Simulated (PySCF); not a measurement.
## Bond curve of SmF

Set-up: Sm x2c-TZVPall, F x2c-TZVPall; spin-free X2C with a Gaussian nucleus (PySCF 2.14). Energies in eV from Sm (4f6 6s2) + F in their ground configurations at the same level. State: octet, about 6.0 electrons in the 4f shell (Mulliken), real f orbitals that mix terms.

```
R (Å)  r²SCAN
1.780  -5.278
1.863  -5.843
1.946  -6.151
2.008  -6.258
2.070  -6.284
2.132  -6.250
2.215  -6.136
2.318  -5.920
2.443  -5.599
2.608  -5.132
```

Question: Put a parabola through the three lowest points of the r²SCAN curve and estimate Re, k and ωe (reduced mass 16.89 u; 1 eV/Å² = 0.16022 mdyn/Å; ωe = 1302.8·√(k/μ) cm⁻¹).

Answer: Through R = 2.008, 2.07, 2.132 Å the second-order coefficient is 7.80 eV/Å², so Re ≈ 2.066 Å, k ≈ 2.50 mdyn/Å and ωe ≈ 501 cm⁻¹. A polynomial fit of higher order to the unrounded r²SCAN energies gives Re = 2.064 Å, k = 2.59 mdyn/Å, ωe = 510 cm⁻¹; anharmonicity and rounding make the difference.

The higher-order fit for each curve: r²SCAN: Re = 2.064 Å, ωe = 510 cm⁻¹, De = 6.28 eV.

Spin–orbit coupling is left out, which matters for elements this heavy, above all for dissociation energies. With d or f electrons several states lie close, and the lowest PBE0 determinant need not be the measured ground state.
